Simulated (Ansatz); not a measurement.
Compare A (`CO[Si]C`) with its isomer B (`C[SiH2]C=O`).

Gas-phase electronic energies from Ansatz, PBE0-D4/def2-TZVP geometries. CCSD(T)/CBS adds triple-zeta CCSD(T) − MP2 to the extrapolated MP2 energy (def2 sets, frozen cores). DFT in def2-TZVPP. B3LYP here is the variant with VWN-RPA as its local correlation; programs differ in this. Each species was taken in one conformer, which may not be the lowest.

(1) Which isomer does CCSD(T)/CBS put lower? Give the gap. (Best estimate.)

(2) Give E(B) − E(A) in kcal/mol with BLYP-D4, r2SCAN-D4, LDA (SPW92), ωB97M-V, CCSD(T)/def2-TZVPP, CCSD/def2-TZVPP, B3LYP-D4. (Estimate.)

(3) Does the order hold for the free energy at 298.15 K (harmonic terms from PBE0-D4)? (Estimate.)

Largest T1 diagnostic: 0.014.

Results:

(1) The calculation gave: A, by 7.8 kcal/mol.

(2) Ansatz gave: BLYP-D4 6.9, r2SCAN-D4 5.1, LDA (SPW92) 11.3, ωB97M-V 9.1, CCSD(T)/def2-TZVPP 7.4, CCSD/def2-TZVPP 7.9, B3LYP-D4 7.5. None reverses the order clearly.

(3) Ansatz gave: Yes: G(B) − G(A) = +3.8 kcal/mol, for one conformer each. Modes under 60 cm⁻¹, often nearly free rotors, make the harmonic entropy too high.

From BLYP to BHLYP (50 % exact exchange), in def2-TZVPP and without D4, E(B) − E(A) moves by +1.6 kcal/mol. At CCSD(T), def2-SVP lies −4.1 kcal/mol from the extrapolated value and def2-TZVPP −0.4 kcal/mol.
